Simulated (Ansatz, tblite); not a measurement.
Removing an electron: TeOF₂. The state is a singlet with charge 0. Geometry: PBE0-D4/def2-TZVP. Ansatz, gas phase; energy differences of separate SCF runs; the oxidised species was run as a doublet alone.

| atom | x (Å) | y (Å) | z (Å) |
| --- | --- | --- | --- |
| Te1 | -0.589 | 0.241 | 0.195 |
| O2 | -0.707 | -0.452 | -1.411 |
| F3 | 0.337 | -1.092 | 1.147 |
| F4 | 0.959 | 1.303 | 0.068 |

In the def2 sets Te takes a core potential; there is no spin–orbit coupling. The xTB rows come from tblite. Correlated methods freeze 7 core orbitals; core or outer-core shells of Te are correlated, in sets that lack core-valence functions.

(1) Estimate orbital energies and vertical ionisation energies at: GFN1-xTB; GFN2-xTB; HF/def2-TZVPP; PBE-D4/def2-TZVP; r2SCAN-D4/def2-TZVP; PBE0-D4/def2-TZVP; MP2/def2-TZVPP; CCSD/def2-TZVPP; CCSD(T)/def2-TZVPP.

Answers

(1) 
```tsv
level	−HOMO (eV)	vertical IE (eV)	−LUMO (eV)	HOMO–LUMO gap (eV)	remarks
GFN1-xTB	15.19	19.53	10.48	4.71	–
GFN2-xTB	14.01	18.18	8.90	5.11	–
HF/def2-TZVPP	–	9.80	–	–	–
PBE-D4/def2-TZVP	7.66	11.37	3.27	4.39	–
r2SCAN-D4/def2-TZVP	8.00	11.36	3.18	4.82	–
PBE0-D4/def2-TZVP	9.17	11.38	2.55	6.62	–
MP2/def2-TZVPP	–	11.96	–	–	–
CCSD/def2-TZVPP	–	11.35	–	–	large T1 (singlet)
CCSD(T)/def2-TZVPP	–	11.48	–	–	large T1 (singlet)
```

 Raw xTB energy differences between charge states are shifted by several eV; the methods need an empirical correction for them.
